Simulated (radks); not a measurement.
The numbers below are computed, except where a source is named.
Q: Species: Au IX. Configuration: [Xe] 4f14 5d3 (the NIST ground configuration). Code: a radial shooting solver on a logarithmic mesh with Libxc functionals. Model: Dirac Kohn-Sham, PBE, spin-unpolarised, spherical densities, finite nucleus; open shells fill j = l - 1/2 first; Fermi nuclear charge, rms radius 5.4371 fm. Some entries of the table are withheld. Estimate them.

orbital  occ.  eigenvalue (Ry)  <1/r> (bohr^-1)
1s1/2       2        -5934.271            95.68
2s1/2       2        -1054.184            23.52
2p1/2       2        -1011.604            23.49
2p3/2       4        -876.6990            19.14
3s1/2       2        -256.0484            8.635
3p1/2       2        -236.8348            8.550
3p3/2       4        -207.0586            7.417
3d3/2       4        -175.0551            7.315
3d5/2       6        -168.6534            7.056
4s1/2       2        -62.96322            3.654
4p1/2       2        -54.75192            3.545
4p3/2       4        -47.60557            3.153
4d3/2       4              (1)              (2)
4d5/2       6              (3)              (4)
5s1/2       2        -17.08451            1.516
4f5/2       6        -15.52871            2.493
4f7/2       8        -15.24568            2.458
5p1/2       2        -14.32041            1.406
5p3/2       4        -12.96744            1.277
5d3/2       3         -8.94503              (5)
5d5/2       0         -8.75292              (6)
6s1/2       0         -7.06116              (7)
6p1/2       0         -6.14761           0.6610
6p3/2       0         -5.79025           0.6200

A: 
(1) 4d3/2 eigenvalue (Ry): -34.14301
(2) 4d3/2 <1/r> (bohr^-1): 2.950
(3) 4d5/2 eigenvalue (Ry): -32.81040
(4) 4d5/2 <1/r> (bohr^-1): 2.860
(5) 5d3/2 <1/r> (bohr^-1): 1.064
(6) 5d5/2 <1/r> (bohr^-1): 1.039
(7) 6s1/2 <1/r> (bohr^-1): 0.7176
